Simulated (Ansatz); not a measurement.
The cluster CaCl₂⁻. Charge -1, multiplicity 2. Geometry PBE-D4/def2-TZVPD; atoms count from 1.

```tsv
atom	x (Å)	y (Å)	z (Å)
Ca1	0.5622	-0.1645	-0.5081
Cl2	0.3449	-1.6826	1.5181
Cl3	-0.9071	1.8471	-1.0100
```

The highest occupied level of the charge -1 doublet lies above zero (up to 0.12 eV). By energy differences its removal costs 1.31 eV (vertical, to the charge 0 singlet, at PBE0-D4/def2-TZVPD); a positive level beside a positive removal energy at the same level points to self-interaction error. The structure comes from a short search, and lower isomers may exist.

(1) Estimate the Mulliken populations from the PBE0/def2-TZVPD orbitals of Ansatz.

(2) Where does the spin sit?

Answers

(1) 
```tsv
atom	charge (e)	spin (α − β)
Ca1	0.50	1.10
Cl2	-0.75	-0.05
Cl3	-0.75	-0.05
```
Mulliken values and Mayer orders depend strongly on the basis. With diffuse functions, as here, like atoms can get unlike values, and bond orders can come out too low or too high.

(2) Summed by element: Ca 1.10, Cl -0.10, of 1 unpaired in all. Largest on single atoms: Ca1 1.10, Cl2 -0.05, Cl3 -0.05.
